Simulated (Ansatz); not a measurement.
FH$_{5}$O$_{3}$Si$_{2}$ (`O[SiH](O)O[SiH2]F`). The species carries charge 0 and has multiplicity 1.

Cartesian coordinates in Å:
```
O -0.4258 -2.2361 0.8651
Si 0.4936 -1.0103 0.3132
O 1.1231 -0.0833 1.5076
O -0.3916 0.0242 -0.5729
Si -0.6141 1.5405 -1.0984
F -1.2628 1.4604 -2.5499
H -1.2408 -2.0295 1.3256
H 1.5394 -1.6526 -0.5001
H 1.6804 -0.5092 2.1602
H -1.5770 2.2439 -0.2253
H 0.6758 2.2520 -1.2250
```

Problem. What are the harmonic wavenumbers in cm⁻¹ at PBE0-D4/def2-TZVP (Ansatz, finite differences of forces, unscaled)? (Best estimate.)

Solution. Ansatz gave: 12, 32, 58, 199, 228, 253, 326, 360, 409, 627, 709, 744, 780, 789, 848, 884, 898, 914, 962, 973, 990, 1148, 2264, 2268, 2295, 3920, 3928.
